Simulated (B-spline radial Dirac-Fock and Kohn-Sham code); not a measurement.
**Dipole and non-dipole photoemission parameters of Ag 4d3/2**

System: atomic silver, [Kr] 4d10 5s1; threshold 11.76 eV (orbital energy of the model). These are calculated numbers from a radial atomic solver; the model is Dirac-Hartree-Slater photoionisation with a Latter tail; cross sections with all multipoles, angular parameters from the dipole term and its interference with E2.

Input file task.json (cfg lists n, l and occupation; rrms is the nuclear radius in fm):

```json
{"items": [{
  "Z": 47,
  "q": 0,
  "cfg": [[1, 0, 2], [2, 0, 2], [2, 1, 6], [3, 0, 2], [3, 1, 6], [3, 2, 10], [4, 0, 2], [4, 1, 6], [4, 2, 10], [5, 0, 1]],
  "A": 107,
  "rrms": 4.5454,
  "do": "xps",
  "hv": [53.6, 55.9, 56.2, 60, 68.7, 100, 106.0, 143.0, 181.0, 200, 486.0, 573.0, 660.0, 936.0, 1000, 1240.0, 1310.0, 1486.9, 1580.0, 1700.0, 1890.0, 2270.0, 2680.0, 2984.4, 3320.0, 6000, 6110.0, 8280.0, 9251.7, 10900.0],
  "edges": {"K": 25514.0, "L1": 3806.0, "L2": 3524.0, "L3": 3351.0, "M1": 719.0, "M2": 603.8, "M3": 573.0, "M4": 374.0, "M5": 368.3, "N1": 97.0, "N2": 63.7}
}]}
```

Launch: `python xray2_run.py task.json out`

```
hν (eV)  σ (kb)       β       γ       δ
   53.6    9480   0.828  -0.001   0.006
   55.9    8290   0.895  -0.002   0.005
   56.2    8140   0.904  -0.002   0.005
     60    6360   1.013  -0.004   0.005
   68.7    3380   1.266  -0.009   0.005
    100     238   1.972  -0.005  -0.002
    106     149   1.688   0.035  -0.006
    143     128  -0.645   0.194  -0.022
    181     209   0.080   0.102  -0.017
    200     228   0.302   0.073  -0.015
    486     111   1.180  -0.021   0.009
    573    82.0   1.243  -0.003   0.014
    660    61.8   1.282   0.022   0.019
    936       ?       ?       ?       ?
   1000    24.1   1.330   0.148   0.033
   1240    14.0   1.321   0.241   0.041
   1310    12.1   1.315   0.267   0.043
 1486.9    8.63   1.299   0.332   0.049
   1580    7.30   1.288   0.364   0.052
   1700    5.95   1.275   0.405   0.056
   1890    4.40   1.252   0.466   0.063
   2270    2.56   1.206   0.577   0.075
   2680    1.54   1.157   0.685   0.089
 2984.4    1.10   1.122   0.756   0.100
   3320   0.777   1.086   0.828   0.112
   6000   0.102   0.862   1.209   0.208
   6110  0.0960   0.855   1.220   0.212
   8280  0.0315   0.736   1.391   0.286
 9251.7  0.0208   0.694   1.448   0.318
  10900  0.0111   0.632   1.529   0.370
```

Q: Give the values at 936 eV.

A: σ = 28.3 kb, β = 1.328, γ = 0.123, δ = 0.030.
